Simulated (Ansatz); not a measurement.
propyne (C$_{3}$H$_{4}$), singlet, at a GFN2-xTB geometry; WB97X/6-31G** in Ansatz (an electronic-structure program).

Here is a job for Ansatz.
Ansatz 0.2 input:
```yaml
crystal:
  periodic: [false, false, false]
  atoms:
    - {symbol: C, position_ang: [0.00251601, -0.00427449, 0.21384286]}
    - {symbol: C, position_ang: [-0.01028846, -0.01351722, 1.40987627]}
    - {symbol: C, position_ang: [0.00901665, 0.01179166, -1.23156806]}
    - {symbol: H, position_ang: [-0.03481017, -0.01436157, 2.45813969]}
    - {symbol: H, position_ang: [-0.01568984, 1.04063331, -1.59024389]}
    - {symbol: H, position_ang: [0.90833899, -0.47377787, -1.60942938]}
    - {symbol: H, position_ang: [-0.86530420, -0.51649354, -1.61137288]}
basis:
  gaussian:
    orbitals: 6-31G__.json
hamiltonian:
  xc: {name: wB97X}
```
The basis file holds 6-31G** in the JSON format of the Basis Set Exchange.

It wrote (shortened):

```
Functional definition: wB97X
709 factors; their error is unknown
142 factors; integrals over basis functions are off by at most 2.0e-5 eV
mean field evaluation 1: about -3171.6432 eV, gradient 2.6e1 eV
mean field evaluation 2: about -3172.9873 eV, gradient 1.3e1 eV
mean field evaluation 4: about -3173.3743 eV, gradient 1.2e0 eV
mean field evaluation 8: about -3173.3561 eV, gradient 1.0e-2 eV
mean field -3173.35610985 eV, -116.6186860588 hartree, gradient 5.2e-5 eV, S^2 0.000000; 0 other end points of the search recorded, 0 dependent functions left out
reference -3173.35609285 eV, -116.6186854343 hartree; 11, 11 occupied and 54, 54 virtual orbitals, 709 factors
Total energy: -3173.35609285 eV, -116.6186854343 hartree
```
